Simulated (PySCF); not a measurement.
**Electronic structure of Ti- (titanium, charge -1) at the UHF level**

Configuration: [Ar] 3d3 4s2, high-spin 4F determinant. Calculation: PySCF 2.14, in aug-cc-pVTZ; the non-relativistic Hamiltonian (point nucleus).

| Quantity | Value |
| --- | --- |
| Total energy | -848.383436 hartree |
| One-electron energy | -1169.2228 hartree |
| Hartree (Coulomb) energy | 362.1431 hartree |
| Exchange energy | -41.3038 hartree |
| Kinetic energy | 848.35660 hartree |
| ⟨S²⟩ | 4.1483 |
| ⟨L²⟩ | 12.033 |
| Sum of ⟨r⟩ | 28.78 bohr |
| Sum of ⟨r²⟩ | 122.8 bohr² |
| Density at the nucleus (Gaussians lack the cusp) | 7080 bohr⁻³ |
| Spin density at the nucleus | 0.894 bohr⁻³ |
| Langevin diamagnetic susceptibility | -97.3 ×10⁻⁶ cm³/mol |

```tsv
shell	electrons	mean orbital energy (eV)	rms radius, mean of both spins (bohr)
1s α	1	-4978.9	0.0812
1s β	1	-4978.9	0.0812
2s α	1	-574.67	0.353
2s β	1	-573.59	0.353
2p α	3	-475.94	0.321
2p β	3	-474.89	0.321
3s α	1	-71.897	1.10
3s β	1	-67.441	1.10
3p α	3	-43.514	1.20
3p β	3	-38.004	1.20
3d α	3	-3.711	2.02
4s α	1	-1.747	7.02
4s β	1	0.179	7.02
```

⟨S²⟩ = 4.15 against 3.75 shows spin contamination. At UHF the highest occupied level has a positive energy, so only the finite basis holds that electron.

Spin-orbit constants ζ (cm⁻¹) from the X2C one-electron operator on these orbitals (non-relativistic here): bare nucleus, nucleus screened by l(l+1)(2l+1)/3 electrons, and screened by the Breit-Pauli mean field of the electrons.

```json
{"shell": "2p", "bare": "32350", "screened nucleus": "29410", "mean field": "28040"}
{"shell": "3p", "bare": "3381", "screened nucleus": "3073", "mean field": "2906"}
{"shell": "3d", "bare": "206.4", "screened nucleus": "112.6", "mean field": "94.67"}
```

To first order the Landé constant is A = 31.56 cm⁻¹, so the lowest level has J = 3/2 and lies 0.0235 eV below the centre of the term. This holds in LS coupling only.
